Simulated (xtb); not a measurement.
CH7AlO2Si, SMILES C[O][Al]([OH])[SiH3]. All values are semi-empirical tight-binding results from xtb (GFN2-xTB unless named), good for trends rather than for accurate numbers. The structure is a stationary point at GFN2-xTB. One conformer was computed; it need not be the lowest.

A frequency run showed that this geometry is not a minimum.

For metal compounds this method's bond lengths and energies can be far off.

Computed properties:
The orbital gap is 3.95 eV.
